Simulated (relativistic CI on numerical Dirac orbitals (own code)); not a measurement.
Computed by Dirac-Coulomb-Breit CI, orbitals from a KLI potential per configuration, a model potential for QED, unscaled Slater integrals (own radial code, finite nucleus).

The strongest absorption lines from the ground level of an ion, among the configurations computed and to levels below about 2110 eV (vacuum wavelength in Å, gf): 18.511 (0.89), 19.594 (0.97), 29.434 (0.12), 31.351 (1), 31.458 (0.82), 31.726 (0.39), 31.730 (0.37), 32.460 (0.068).

Which ion is it?
A. Gd⁴⁴⁺
B. W⁵⁶⁺
C. W⁵⁴⁺
D. Au⁵⁹⁺

C. W⁵⁴⁺ has 20 electrons and the ground level 3s2 3p6 3d2 3F_2; the strongest line goes to 3s2 3p5 3d3 3G°_3. The pattern of lines fixes the number of electrons, and along that sequence the line energies rise steadily with the charge (about as its square where n changes within one kind of shell, about linearly where n is kept but much faster in heavy ions where fine structure, which grows about as Z⁴, sets the gap, and irregularly where shells cross), which fixes Z. Configurations outside the model, such as inner-shell arrays, can give stronger lines. At this charge energies of transitions that change n are usually good to better than 1 %, and those within a shell (Δn = 0) to a few per cent.

LS names give the leading component of a level, which can be under half, so a name can repeat, a term be missing and a line seem to break the LS rules.
